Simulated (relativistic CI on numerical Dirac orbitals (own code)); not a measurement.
**Line list: Electric-dipole lines, F IV**

Method of calculation: Dirac-Coulomb-Breit CI, KLI orbitals optimised for each configuration, QED by a radiative potential, valence Slater integrals scaled by 0.85, P86 correlation estimate, and configurations built on the next ion tied to the tabulated ionisation energy (semi-empirical) (own radial code, finite nucleus).

CI space (outside the closed core 1s2): 2s2 2p2, 2s2 2p 3s, 2s2 2p 3p, 2s2 2p 3d, 2s2 2p 4s, 2s 2p3, 2p4, 2p3 3s, 2s 2p2 3s, 2p3 3p, 2s2 2p 4p, 2s2 2p 4d, 2s2 2p 4f, 2p3 3d, 2s 2p2 3p, 2s2 3s2, 2s 2p2 3d, 2s2 3s 3p, 2s2 3s 3d, 2s2 3p2, 2s2 3p 3d, 2s 2p2 4s, 2s2 3d2, 2s 2p 3s2. Levels of other configurations are missing.

| λ vac (Å) | Lower | Upper | A (s⁻¹) | E lower (eV) | E upper (eV) |
| --- | --- | --- | --- | --- | --- |
| 169.23 | 2s2 2p2 3P_1 [2] | 2s2 2p 4d 3P°_0 [113] | 1.59e+10 | 0.0279 | 73.2916 |
| 169.25 | 2s2 2p2 3P_1 [2] | 2s2 2p 4d 3P°_1 [112] | 7.84e+09 | 0.0279 | 73.2820 |
| 169.36 | 2s2 2p2 3P_2 [3] | 2s2 2p 4d 3P°_1 [112] | 7.36e+09 | 0.0751 | 73.2820 |
| 169.41 | 2s2 2p2 3P_2 [3] | 2s2 2p 4d 3P°_2 [110] | 1.80e+10 | 0.0751 | 73.2627 |
| 169.47 | 2s2 2p2 3P_0 [1] | 2s2 2p 4d 3D°_1 [107] | 2.02e+10 | 0.0000 | 73.1617 |
| 169.51 | 2s2 2p2 3P_1 [2] | 2s2 2p 4d 3D°_2 [108] | 2.58e+10 | 0.0279 | 73.1696 |
| 169.53 | 2s2 2p2 3P_1 [2] | 2s2 2p 4d 3D°_1 [107] | 8.47e+09 | 0.0279 | 73.1617 |
| 169.55 | 2s2 2p2 3P_2 [3] | 2s2 2p 4d 3D°_3 [109] | 2.93e+10 | 0.0751 | 73.1997 |
| 175.35 | 2s2 2p2 1D_2 [4] | 2s2 2p 4d 1F°_3 [128] | 5.26e+10 | 2.9775 | 73.6848 |
| 177.29 | 2s2 2p2 1D_2 [4] | 2s2 2p 4d 1D°_2 [105] | 1.05e+10 | 2.9775 | 72.9121 |
| 177.50 | 2s2 2p2 1D_2 [4] | 2s2 2p 4d 3F°_2 [101] | 1.73e+09 | 2.9775 | 72.8289 |
| 178.24 | 2s2 2p2 3P_1 [2] | 2s2 2p 4s 3P°_2 [71] | 3.09e+09 | 0.0279 | 69.5872 |
| 178.31 | 2s2 2p2 3P_0 [1] | 2s2 2p 4s 3P°_1 [70] | 4.27e+09 | 0.0000 | 69.5335 |
| 178.36 | 2s2 2p2 3P_2 [3] | 2s2 2p 4s 3P°_2 [71] | 9.67e+09 | 0.0751 | 69.5872 |
| 178.38 | 2s2 2p2 3P_1 [2] | 2s2 2p 4s 3P°_1 [70] | 3.31e+09 | 0.0279 | 69.5335 |
| 178.42 | 2s2 2p2 3P_1 [2] | 2s2 2p 4s 3P°_0 [69] | 1.39e+10 | 0.0279 | 69.5185 |
| 178.50 | 2s2 2p2 3P_2 [3] | 2s2 2p 4s 3P°_1 [70] | 5.65e+09 | 0.0751 | 69.5335 |
| 182.56 | 2s2 2p2 1S_0 [5] | 2s2 2p 4d 1P°_1 [129] | 2.81e+10 | 5.8074 | 73.7228 |
| 185.76 | 2s2 2p2 1D_2 [4] | 2s2 2p 4s 1P°_1 [72] | 6.14e+09 | 2.9775 | 69.7225 |
| 203.38 | 2s2 2p2 3P_0 [1] | 2s2 2p 3d 3P°_1 [43] | 7.71e+09 | 0.0000 | 60.9628 |
| 203.42 | 2s2 2p2 3P_1 [2] | 2s2 2p 3d 3P°_0 [44] | 3.24e+10 | 0.0279 | 60.9766 |
| 203.47 | 2s2 2p2 3P_1 [2] | 2s2 2p 3d 3P°_1 [43] | 1.06e+10 | 0.0279 | 60.9628 |
| 203.56 | 2s2 2p2 3P_1 [2] | 2s2 2p 3d 3P°_2 [42] | 3.96e+09 | 0.0279 | 60.9369 |
| 203.63 | 2s2 2p2 3P_2 [3] | 2s2 2p 3d 3P°_1 [43] | 1.42e+10 | 0.0751 | 60.9628 |
| 203.71 | 2s2 2p2 3P_2 [3] | 2s2 2p 3d 3P°_2 [42] | 2.87e+10 | 0.0751 | 60.9369 |
| 204.42 | 2s2 2p2 3P_0 [1] | 2s2 2p 3d 3D°_1 [39] | 3.47e+10 | 0.0000 | 60.6515 |
| 204.48 | 2s2 2p2 3P_1 [2] | 2s2 2p 3d 3D°_2 [40] | 4.67e+10 | 0.0279 | 60.6628 |
| 204.51 | 2s2 2p2 3P_1 [2] | 2s2 2p 3d 3D°_1 [39] | 2.12e+10 | 0.0279 | 60.6515 |
| 204.57 | 2s2 2p2 3P_2 [3] | 2s2 2p 3d 3D°_3 [41] | 5.68e+10 | 0.0751 | 60.6824 |
| 204.64 | 2s2 2p2 3P_2 [3] | 2s2 2p 3d 3D°_2 [40] | 9.76e+09 | 0.0751 | 60.6628 |
| 211.26 | 2s2 2p2 1D_2 [4] | 2s2 2p 3d 1F°_3 [45] | 6.35e+10 | 2.9775 | 61.6650 |
| 216.90 | 2s2 2p2 1D_2 [4] | 2s2 2p 3d 1D°_2 [37] | 1.76e+10 | 2.9775 | 60.1391 |
| 217.15 | 2s2 2p2 1D_2 [4] | 2s2 2p 3d 3F°_2 [35] | 6.13e+09 | 2.9775 | 60.0733 |
| 221.88 | 2s2 2p2 1S_0 [5] | 2s2 2p 3d 1P°_1 [46] | 4.01e+10 | 5.8074 | 61.6855 |
| 245.29 | 2s2 2p2 3P_1 [2] | 2s2 2p 3s 3P°_2 [22] | 2.48e+09 | 0.0279 | 50.5729 |
| 245.46 | 2s2 2p2 3P_0 [1] | 2s2 2p 3s 3P°_1 [21] | 3.30e+09 | 0.0000 | 50.5106 |
| 245.52 | 2s2 2p2 3P_2 [3] | 2s2 2p 3s 3P°_2 [22] | 7.44e+09 | 0.0751 | 50.5729 |
| 245.60 | 2s2 2p2 3P_1 [2] | 2s2 2p 3s 3P°_1 [21] | 2.47e+09 | 0.0279 | 50.5106 |
| 245.73 | 2s2 2p2 3P_1 [2] | 2s2 2p 3s 3P°_0 [20] | 9.91e+09 | 0.0279 | 50.4833 |
| 245.83 | 2s2 2p2 3P_2 [3] | 2s2 2p 3s 3P°_1 [21] | 4.13e+09 | 0.0751 | 50.5106 |
| 256.63 | 2s2 2p2 1D_2 [4] | 2s2 2p 3s 1P°_1 [23] | 1.18e+10 | 2.9775 | 51.2901 |
| 272.60 | 2s2 2p2 1S_0 [5] | 2s2 2p 3s 1P°_1 [23] | 3.70e+09 | 5.8074 | 51.2901 |
| 2462.1 | 2s2 2p 3p 3D_2 [27] | 2s2 2p 3d 3F°_3 [36] | 2.53e+08 | 55.0836 | 60.1193 |
| 2467.7 | 2s2 2p 3p 3D_3 [28] | 2s2 2p 3d 3F°_4 [38] | 2.77e+08 | 55.1378 | 60.1622 |
| 2676.1 | 2s2 2p 3p 3P_1 [31] | 2s2 2p 3d 3D°_2 [40] | 1.28e+08 | 56.0297 | 60.6628 |

Terms are leading LS components. Brackets give the number of a level in order of energy, since labels repeat. The list gives strong lines, with weight on those to low levels, without configurations that were not tied to measured data, without lines whose two gauges differ by over a factor of 2.5, among the lowest 193 of 329 levels, so that lines to higher ones, which can be the strongest, are missing, and without lines across small gaps between configurations, and without 51 lines that miss the measured interval by over 3.5 %, start from a term whose rates miss tabulated ones by over 60 %, have gauges far apart or, lacking measured levels, span too small a gap for the errors found; lines with a level outside our table were not tested and can miss by more. Levels whose partners in the same complex of configurations lie outside the list can be far off, and so can their lines. Rates are taken at the computed energies, electric ones in the length gauge.

Configurations that consist of the next ion and one excited electron were tied to the tabulated ionisation energy; Rydberg ones are usually within 1,000 to 3,000 cm⁻¹ and the lowest ones within about 6,000 (9,000 in d shells), while levels on excited terms of the next ion carry the error of that term, and the other configurations can be misplaced by 10,000 cm⁻¹ or more. Rates follow the energies as ν³ (E1, M1) or ν⁵ (E2), so rates, branching and lifetimes can be off by large factors. The fine structure of a lone outer electron comes out too small, for d and f at times inverted, and misplaced configurations move strength between like terms. 49 of the 49 excited levels that our extract of the measured tables holds in this range could be paired (the sources list more); they are missed by 4253 cm⁻¹ on average and 10403 at most, and levels without a partner can miss by more.
